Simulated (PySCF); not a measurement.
Computed IR spectrum (relative IR intensity) of a molecule C5H6OSi. The structure is a stationary point at PBE-D3(BJ)/def2-SVP. Other conformers were not sampled. All values below come from PySCF with PBE-D3(BJ)/def2-SVP. Frequencies are harmonic and unscaled.

ν (cm⁻¹): 234 (m), 349 (m), 380 (w), 391 (m), 539 (w), 636 (m), 692 (m), 703 (m), 725 (m), 744 (w), 790 (s), 843 (vs), 894 (w), 1218 (w), 2082 (m), 3389 (m), 3763 (m) (against the strongest line: vs over 80 %, s over 45 %, m over 15 %, w over 4 %, vw less)

Q: Which molecule gave these data?
A. C#CC1=C[Si@H](O)C1
B. C#C[Si](C)(O)C#C
C. C#C[C@H]1OC(=C)[SiH2]1
D. O=C1C=C[SiH2]C=C1

A: B, C#C[Si](C)(O)C#C
